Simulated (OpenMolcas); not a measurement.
**OpenMolcas run: Co5+**

Input:

```
&GATEWAY
Coord
1

Co 0.0 0.0 0.0
Basis=ANO-L-VDZP
Group=XYZ
NoMove
AngMom=0.0 0.0 0.0
AMFI
&SEWARD
&RASSCF
FileOrb=start.orb
Symmetry=1
Spin=5
nActEl=4 0 0
Inactive=3 6
Ras2=5 0
CIRoot=5 5 1
SDav=5
CIMx=300
Iter=120 100
PrWF=0.3
OrbListing=Nothing
MaxOrb=0
Atom
>>> COPY $Project.JobIph JOB001
&RASSCF
FileOrb=start.orb
Symmetry=1
Spin=3
nActEl=4 0 0
Inactive=3 6
Ras2=5 0
CIRoot=45 45 1
SDav=45
CIMx=300
Iter=120 100
PrWF=0.3
OrbListing=Nothing
MaxOrb=0
Atom
CIOnly
>>> COPY $Project.JobIph JOB002
&RASSI
NrOfJobIphs=2 5 11
1 2 3 4 5
1 2 3 4 5 6 7 8 9 10 11
IphNames
JOB001
JOB002
EJob
SpinOrbit
DIPRint=1.0
SOCoupling=1000.0
Subsets=2
MEES
Property=10
'ANGMOM' 1 'ANGMOM' 2 'ANGMOM' 3 'MLTPL  1' 1 'MLTPL  1' 2 'MLTPL  1' 3
'AMFI' 1 'AMFI' 2 'AMFI' 3 'MLTPL  2' 6
SOProperty=3
'ANGMOM' 1 'ANGMOM' 2 'ANGMOM' 3
```

Launched by
```bash
OMP_NUM_THREADS=1 MOLCAS_MEM=2252 MOLCAS_PROJECT=a pymolcas a.inp > a.log  # once for each step of the input, in one work folder
```

A driver script runs the steps one by one and writes start.orb anew before each from the orbitals found so far, so a CI-only block uses the converged orbitals of the first block.

Output, cut to the results:

```
--- SEWARD ---
Basis set label: CO.ANO-L...5S4P2D1F.

      Electronic valence basis set:
      ------------------
      Associated Effective Charge  27.000000 au
      Associated Actual Charge     27.000000 au
      Nuclear Model: Point charge

      Shell  nPrim  nBasis  Cartesian Spherical Contaminant
         s      21       5        X
         p      15       4        X
         d      10       2                 X
         f       6       1                 X
                  Atomic mean-field integrals
--- RASSCF ---
Wave function specifications:
      -----------------------------

      Number of closed shell electrons          18
      Number of electrons in active shells       4
      Max number of holes in RAS1 space          0
      Max nr of electrons in RAS3 space          0
      Number of inactive orbitals                9
      Number of active orbitals                  5
      Number of secondary orbitals              20
      Spin quantum number                      2.0
      State symmetry                             1
Orbital specifications:
      -----------------------

      Symmetry species                           1   2
                                                ag  au
      Frozen orbitals                            0   0
      Inactive orbitals                          3   6
      Active orbitals                            5   0
      RAS1 orbitals                              0   0
      RAS2 orbitals                              5   0
      RAS3 orbitals                              0   0
      Secondary orbitals                         7  13
      Deleted orbitals                           0   0
      Number of basis functions                 15  19
      Number of CSFs                             5
      Number of root(s) required                 5
      Iter CI   SX   CI       RASSCF       Energy    max ROT     max BLB   max BLB  Level Ln srch  Step   QN
          iter iter root      energy       change     param      element    value   shift minimum  type update
 Nr of preliminary CI iterations:   1
      Total energies have been shifted. Add                -1000.00 au
        1   1    1    0  -374.60064326    0.00E+00   0.00E+00    3  10 1  1.84E-08   0.00   0.00    SX    NO
        2   1    1    0  -374.60064326    4.55E-13   0.00E+00    3  10 1  1.84E-08   0.00   0.00    SX    NO
        3   1    1    0  -374.60064326   -2.27E-12   0.00E+00    3  10 1  1.84E-08   0.00   0.00    SX    NO
        4   1    1    0  -374.60064326    2.27E-13   0.00E+00    3  10 1  1.84E-08   0.00   0.00    SX    NO
      Convergence after  4 iterations
        5   1    1    0  -374.60064326   -4.55E-13   0.00E+00    3  10 1  1.84E-08   0.00   0.00    SX    NO
      Natural orbitals and occupation numbers for root  1
      sym 1:   1.000000   1.000000   1.000000   1.000000   0.000000
      Natural orbitals and occupation numbers for root  2
      sym 1:   1.000000   1.000000   1.000000  -0.000000   1.000000
      Natural orbitals and occupation numbers for root  3
      sym 1:  -0.000000   1.000000   1.000000   1.000000   1.000000
::    RASSCF root number  1 Total energy:  -1374.60064326
::    RASSCF root number  2 Total energy:  -1374.60064326
::    RASSCF root number  3 Total energy:  -1374.60064326
::    RASSCF root number  4 Total energy:  -1374.60064326
::    RASSCF root number  5 Total energy:  -1374.60064326
--- RASSCF ---
Wave function specifications:
      -----------------------------

      Number of closed shell electrons          18
      Number of electrons in active shells       4
      Max number of holes in RAS1 space          0
      Max nr of electrons in RAS3 space          0
      Number of inactive orbitals                9
      Number of active orbitals                  5
      Number of secondary orbitals              20
      Spin quantum number                      1.0
      State symmetry                             1
Orbital specifications:
      -----------------------

      Symmetry species                           1   2
                                                ag  au
      Frozen orbitals                            0   0
      Inactive orbitals                          3   6
      Active orbitals                            5   0
      RAS1 orbitals                              0   0
      RAS2 orbitals                              5   0
      RAS3 orbitals                              0   0
      Secondary orbitals                         7  13
...
--- RASSI ---
SPIN-FREE ENERGIES:
  (Shifted by EMIN (a.u.) =      -1374.6006432633)

 SF State       Relative EMIN(au)   Rel lowest level(eV)    D:o, cm**(-1)      L_eff

     1             0.0000000000        0.0000000000              0.0000         2.0
     2             0.0000000000        0.0000000000              0.0000         2.0
     3             0.0000000000        0.0000000000              0.0000         2.0
     4             0.0000000000        0.0000000000              0.0000         2.0
     5             0.0000000000        0.0000000000              0.0000         2.0
     6             0.1283570289        3.4927726895          28171.1116         5.0
     7             0.1283570289        3.4927726895          28171.1116         5.0
     8             0.1283570289        3.4927726895          28171.1116         5.0
     9             0.1283570289        3.4927726895          28171.1116         5.0
    10             0.1283570289        3.4927726895          28171.1116         5.0
    11             0.1283570289        3.4927726895          28171.1116         5.0
    12             0.1283570289        3.4927726895          28171.1116         5.0
    13             0.1283570289        3.4927726895          28171.1116         5.0
    14             0.1283570289        3.4927726895          28171.1116         5.0
    15             0.1283570289        3.4927726895          28171.1116         5.0
    16             0.1283570289        3.4927726895          28171.1116         5.0
     Dipole printing threshold changed to   1.00000000E+00
Eigenvalues of complex Hamiltonian:
   -----------------------------------
  (Shifted by EMIN (a.u.) =      -1374.6006432633)

 SO State       Relative EMIN(au)   Rel lowest level(eV)    D:o, cm**(-1)     J-value

     1            -0.0048161100        0.0000000000              0.0000         0.0
     2            -0.0040134250        0.0218421714            176.1690         0.6
...
```

The J values that RASSI prints are effective ones from its own formula and need not be integers or half-integers; the table below assigns J from the states.

Levels above the lowest, from the spin-orbit matrix, grouped by J:

```tsv
Configuration	Term	J	E (cm-1)	Measured (cm-1)	g	Term weight %
3d4	5D	0	0.0	0.0		100
3d4	5D	1	176	204	1.501	100
3d4	5D	2	529	589	1.501	100
3d4	5D	3	1057	1125	1.501	100
3d4	5D	4	1762	1782	1.501	100
```

Against the 4 measured excited levels shown (Sugar and Corliss, J. Phys. Chem. Ref. Data 10, 1097 (1981)) the mean absolute deviation is 44 cm-1; the largest miss in energy is 3d4 5D3: computed 1057, measured 1125 cm-1 (-6.0 %), and the largest in proportion 3d4 5D1 (-13.6 %).

Without dynamic correlation excited terms often stand tens of per cent too high (terms of higher spin than the ground term too low), and those without a measured partner can miss by more than the paired ones. The basis is small and was not contracted for so high a charge. Computed and measured levels are paired by configuration, term and J; levels that our copy of the source lacks, or whose pairing is in doubt (as where it misses far off the trend of its configuration), stay unpaired and out of the deviations. Levels of configurations outside the active space are missing. The first state left out of the spin-orbit step lies near 31000 cm-1 above the lowest spin-free state of the reference (among the parities and spins computed), and the list stops at four fifths of that energy or lower.

The term weight is that of the spin-free term in the level, not the purity of its configuration.
